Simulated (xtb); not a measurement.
C₅H₉O, charge +1, singlet, from a rough starting geometry; xtb with GFN2-xTB.

The xtb input:
```
$ xtb mol.xyz --gfn 2 --chrg 1 --opt vtight --json

# file mol.xyz
15

O      2.22200161    -0.81020450    -0.04320408
C      1.00075521    -0.40668876    -0.00658544
C      0.64510703     1.07487781     0.24616125
C     -0.89205498     1.03731603    -0.13844464
C     -1.34741318    -0.46926675     0.11565735
C     -0.05869319    -1.21285562    -0.25892898
H      2.91623119    -0.06588098     0.14795357
H      0.74080141     1.19006021     1.30258025
H      1.11970261     1.81540756    -0.25084621
H     -1.48177280     1.69262378     0.42392636
H     -1.04261327     1.26417722    -1.17954962
H     -1.57027739    -0.61418688     1.13866537
H     -2.19406702    -0.75279835    -0.47754051
H     -0.08330667    -1.45862609    -1.37117669
H      0.03317749    -2.22993346     0.20102903
```

Question: Write the output that xtb gives for this input, abridged.

Answer: 
```
   ID    Z sym.   atoms
    1    8 O      1
    2    6 C      2-6
    3    1 H      7-15

           -------------------------------------------------
          |                Calculation Setup                |
           -------------------------------------------------

           -------------------------------------------------
          |                 G F N 2 - x T B                 |
           -------------------------------------------------

          ...................................................
          :                      SETUP                      :
          :.................................................:
          :  # basis functions                  33          :
          :  # atomic orbitals                  33          :
          :  # shells                           21          :
          :  # electrons                        34          :
          :  max. iterations                   250          :
          :  Hamiltonian                  GFN2-xTB          :
          :  restarted?                      false          :
          :  GBSA solvation                  false          :
          :  PC potential                    false          :
          :  electronic temp.          300.0000000     K    :
          :  accuracy                    1.0000000          :
          :  -> integral cutoff          0.2500000E+02      :
          :  -> integral neglect         0.1000000E-07      :
          :  -> SCF convergence          0.1000000E-05 Eh   :
          :  -> wf. convergence          0.1000000E-03 e    :
          :  Broyden damping             0.4000000          :
          :  net charge                          1          :
          :  unpaired electrons                  0          :
          ...................................................

 iter      E             dE          RMSdq      gap      omega  full diag
   1    -19.1048429 -0.191048E+02  0.381E+00    5.22       0.0  T
   2    -19.1548587 -0.500157E-01  0.210E+00    2.99       1.0  T
   3    -19.1592105 -0.435181E-02  0.130E+00    3.24       1.0  T
   4    -19.1630842 -0.387375E-02  0.230E-01    2.66       1.0  T
   5    -19.1632909 -0.206675E-03  0.879E-02    2.81       1.0  T
   6    -19.1633230 -0.320597E-04  0.361E-02    2.79       1.0  T
   7    -19.1633257 -0.275814E-05  0.895E-03    2.80       2.9  T
   8    -19.1633260 -0.299541E-06  0.351E-03    2.80       7.4  T
   9    -19.1633260 -0.203221E-07  0.118E-03    2.80      21.9  T
  10    -19.1633260 -0.132549E-07  0.306E-04    2.80      84.2  T
  11    -19.1633260 -0.476859E-09  0.114E-04    2.80     226.8  T

   *** convergence criteria satisfied after 11 iterations ***

         :::::::::::::::::::::::::::::::::::::::::::::::::::::
         ::                     SUMMARY                     ::
         :::::::::::::::::::::::::::::::::::::::::::::::::::::
         :: total energy             -18.891042335739 Eh    ::
         :: gradient norm              0.207078979669 Eh/a0 ::
         :: HOMO-LUMO gap              2.799272712475 eV    ::
         ::.................................................::
         :: SCC energy               -19.163311625771 Eh    ::
         :: -> isotropic ES            0.108945469059 Eh    ::
         :: -> anisotropic ES         -0.010683673505 Eh    ::
         :: -> anisotropic XC          0.009513869468 Eh    ::
         :: -> dispersion             -0.007329600104 Eh    ::
         :: repulsion energy           0.272269290032 Eh    ::
         :: add. restraining           0.000000000000 Eh    ::
         :: total charge               1.000000000000 e     ::
         :::::::::::::::::::::::::::::::::::::::::::::::::::::

      -----------------------------------------------------------
     |                   =====================                   |
     |                        A N C O P T                        |
     |                   =====================                   |
     |               Approximate Normal Coordinate               |
     |                Rational Function Optimizer                |
      -----------------------------------------------------------
      -----------------------------------------------------------
     |                   =====================                   |
     |                        A N C O P T                        |
     |                   =====================                   |
     |               Approximate Normal Coordinate               |
     |                Rational Function Optimizer                |
      -----------------------------------------------------------

          ...................................................
          :                      SETUP                      :
          :.................................................:
          :   optimization level         verytight          :
          :   max. optcycles                   300          :
          :   ANC micro-cycles                  20          :
          :   degrees of freedom                39          :
          :.................................................:
          :   RF solver                   davidson          :
          :   write xtbopt.log                true          :
          :   linear?                        false          :
          :   energy convergence         0.1000000E-06 Eh   :
          :   grad. convergence          0.2000000E-03 Eh/α :
          :   maxmium RF displ.          1.0000000          :
          :   Hlow (freq-cutoff)         0.1000000E-01      :
          :   Hmax (freq-cutoff)         5.0000000          :
          :   S6 in model hess.         20.0000000          :
          ...................................................

generating ANC from exact Hessian ...
Using Lindh-Hessian (1995)
 Shifting diagonal of input Hessian by    1.7173202246829021E-003
 Lowest  eigenvalues of input Hessian
    0.000000    0.000000    0.000000    0.000000    0.000000    0.000000
[...]
 * total energy  :   -18.9129486 Eh     change       -0.2190627E-01 Eh
 * total energy  :   -18.9169030 Eh     change       -0.3954375E-02 Eh
 * total energy  :   -18.9171711 Eh     change       -0.2681519E-03 Eh
 * total energy  :   -18.9172520 Eh     change       -0.8087523E-04 Eh
 * total energy  :   -18.9172618 Eh     change       -0.9769188E-05 Eh
 * total energy  :   -18.9172665 Eh     change       -0.4697952E-05 Eh
 * total energy  :   -18.9172688 Eh     change       -0.2295909E-05 Eh
 * total energy  :   -18.9172710 Eh     change       -0.2191982E-05 Eh
 * total energy  :   -18.9172715 Eh     change       -0.5256521E-06 Eh
 * total energy  :   -18.9172717 Eh     change       -0.2120260E-06 Eh
 * total energy  :   -18.9172718 Eh     change       -0.1036066E-06 Eh
 * total energy  :   -18.9172719 Eh     change       -0.5866427E-07 Eh
   *** GEOMETRY OPTIMIZATION CONVERGED AFTER 13 ITERATIONS ***
         :: total energy             -18.917271865675 Eh    ::
[...]
         :: total charge               1.000000000000 e     ::
         :::::::::::::::::::::::::::::::::::::::::::::::::::::

           -------------------------------------------------
          |                Property Printout                |
           -------------------------------------------------

    * Orbital Energies and Occupations

         #    Occupation            Energy/Eh            Energy/eV
      -------------------------------------------------------------
         1        2.0000           -0.9714733             -26.4351
       ...           ...                  ...                  ...
         5        2.0000           -0.7925447             -21.5662
         6        2.0000           -0.7892027             -21.4753
         7        2.0000           -0.7733218             -21.0432
         8        2.0000           -0.7446620             -20.2633
         9        2.0000           -0.7347931             -19.9947
        10        2.0000           -0.7063581             -19.2210
        11        2.0000           -0.6834154             -18.5967
        12        2.0000           -0.6729602             -18.3122
        13        2.0000           -0.6634583             -18.0536
        14        2.0000           -0.6494429             -17.6722
        15        2.0000           -0.6287508             -17.1092
        16        2.0000           -0.6267925             -17.0559
        17        2.0000           -0.5976934             -16.2641 (HOMO)
        18                         -0.5004612             -13.6182 (LUMO)
        19                         -0.1708051              -4.6478
        20                         -0.1220882              -3.3222
        21                         -0.0931407              -2.5345
        22                         -0.0727140              -1.9786
        23                         -0.0586317              -1.5955
        24                         -0.0441262              -1.2007
        25                         -0.0316930              -0.8624
        26                         -0.0169053              -0.4600
        27                          0.0098455               0.2679
        28                          0.0544239               1.4810
       ...                                ...                  ...
        33                          0.2888218               7.8592
      -------------------------------------------------------------
                  HL-Gap            0.0972321 Eh            2.6458 eV
             Fermi-level           -0.5490773 Eh          -14.9412 eV

     #   Z          covCN         q      C6AA      α(0)
     1   8 O        1.659    -0.207    17.457     5.640
     2   6 C        2.858     0.251    22.804     7.827
     3   6 C        3.829    -0.099    22.361     6.728
     4   6 C        3.836    -0.076    21.924     6.661
     5   6 C        3.836    -0.078    21.965     6.668
     6   6 C        3.830    -0.089    22.179     6.701
     7   1 H        0.803     0.378     0.526     1.139
     8   1 H        0.923     0.149     1.396     1.848
     9   1 H        0.924     0.118     1.632     1.998
    10   1 H        0.925     0.092     1.858     2.132
    11   1 H        0.925     0.081     1.965     2.192
    12   1 H        0.925     0.083     1.950     2.184
    13   1 H        0.925     0.094     1.845     2.124
    14   1 H        0.923     0.163     1.307     1.788
    15   1 H        0.924     0.140     1.458     1.889

 Mol. C6AA /au·bohr⁶  :       1500.191095
 Mol. C8AA /au·bohr⁸  :      33735.555107
 Mol. α(0) /au        :         57.519775

Wiberg/Mayer (AO) data.
largest (>0.10) Wiberg bond orders for each atom

 ---------------------------------------------------------------------------
     #   Z sym  total        # sym  WBO       # sym  WBO       # sym  WBO
 ---------------------------------------------------------------------------
     1   8 O    2.454 --     2 C    1.446     7 H    0.825
     2   6 C    3.841 --     1 O    1.446     6 C    1.107     3 C    1.098
     3   6 C    3.981 --     2 C    1.098     4 C    0.991     9 H    0.928
                             8 H    0.872
     4   6 C    3.979 --     5 C    1.008     3 C    0.991    10 H    0.973
                            11 H    0.973
     5   6 C    3.979 --     4 C    1.008     6 C    0.993    13 H    0.973
                            12 H    0.972
     6   6 C    3.974 --     2 C    1.107     5 C    0.993    15 H    0.916
                            14 H    0.862
     7   1 H    0.857 --     1 O    0.825
     8   1 H    0.978 --     3 C    0.872
     9   1 H    0.986 --     3 C    0.928
    10   1 H    0.992 --     4 C    0.973
    11   1 H    0.993 --     4 C    0.973
    12   1 H    0.993 --     5 C    0.972
    13   1 H    0.991 --     5 C    0.973
    14   1 H    0.973 --     6 C    0.862
    15   1 H    0.980 --     6 C    0.916
 ---------------------------------------------------------------------------

Topologies differ in total number of bonds
Writing topology from bond orders to xtbtopo.mol

molecular dipole:
                 x           y           z       tot (Debye)
 q only:        1.341      -0.036       0.040
   full:        1.678       0.092       0.079       4.275
molecular quadrupole (traceless):
                xx          xy          yy          xz          yz          zz
 q only:        7.859       2.011      -1.621       1.198       1.684      -6.238
  q+dip:        7.330       3.635      -2.576       1.478       1.699      -4.753
   full:        7.675       3.488      -2.839       1.454       1.554      -4.835

optimized geometry written to: xtbopt.xyz

           -------------------------------------------------
          | TOTAL ENERGY              -18.917271865675 Eh   |
          | GRADIENT NORM               0.000087213760 Eh/α |
          | HOMO-LUMO GAP               2.645820764398 eV   |
           -------------------------------------------------

normal termination of xtb
```
